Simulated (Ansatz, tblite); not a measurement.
Spin states of the cluster VSe2, each relaxed with PBE-D4/def2-TZVP in Ansatz. Electronic energies in the gas phase.

The xTB rows come from tblite. B3LYP takes the VWN-RPA correlation. Correlated methods freeze 23 core orbitals; core or outer-core shells of V, Se are correlated, in sets that lack core-valence functions. The structure comes from a short search, and lower isomers may exist.

Doublet geometry (C2v within 0.1 Å):

```csv
atom,x (Å),y (Å),z (Å)
V1,0.034,-0.820,0.064
Se2,0.439,0.293,-1.763
Se3,-0.474,0.527,1.699
```

Quartet geometry (C2v within 0.1 Å):

```xyz
3

V     0.941    0.284    0.289
Se   -0.024   -0.040   -1.699
Se   -0.917   -0.245    1.410
```

Run but left out: HF/def2-SVP, MP2/def2-SVP, CCSD/def2-SVP, CCSD(T)/def2-SVP (flagged by the program: large difference); HF/def2-TZVP, r2SCANh-D4/def2-TZVP, PBE0-D4/def2-TZVP, r2SCAN0-D4/def2-TZVP, HSE06-D4/def2-TZVP, ωB97X-V/def2-TZVP, B2PLYP/def2-TZVP, MP2/def2-TZVP (doublet: ⟨S²⟩ 1.15 to 2.58, where a pure state has 0.75).

Only these spin states were relaxed. Higher spins weren't run and may lie lower.

| level | quartet − doublet (kcal/mol) | lowest of these | remarks |
| --- | --- | --- | --- |
| GFN1-xTB | 24.7 | doublet | – |
| GFN2-xTB | 21.6 | doublet | – |
| r2SCAN-D4/def2-TZVP | 17.2 | doublet | spin-contaminated (⟨S²⟩ 1.00) (doublet) |
| B3LYP-D4/def2-TZVP | 14.0 | doublet | spin-contaminated (⟨S²⟩ 1.00) (doublet) |

Q: Estimate the rows for PBE-D4/def2-TZVP, revPBE-D4/def2-TZVP, RPA@PBE/def2-TZVP.

A: 
```
              level  quartet − doublet (kcal/mol)  lowest of these                                  remarks
   PBE-D4/def2-TZVP                          21.0          doublet  spin-contaminated (⟨S²⟩ 0.86) (doublet)
revPBE-D4/def2-TZVP                          20.3          doublet  spin-contaminated (⟨S²⟩ 0.87) (doublet)
  RPA@PBE/def2-TZVP                          20.7          doublet  spin-contaminated (⟨S²⟩ 0.86) (doublet)
```

The xTB methods have no spin-polarisation term.

Q: How do the metal–ligand distances follow the spin state?

A: 
| state | donor atoms | mean metal–ligand distance (Å) | range (Å) | Mulliken spin on the metal (PBE0) |
| --- | --- | --- | --- | --- |
| doublet | 2 | 2.178 | 2.18–2.18 | 2.30 |
| quartet | 2 | 2.234 | 2.23–2.23 | 2.45 |

⟨S²⟩ at PBE0-D4/def2-TZVP: doublet 1.21 (pure 0.75), quartet 3.84 (pure 3.75).
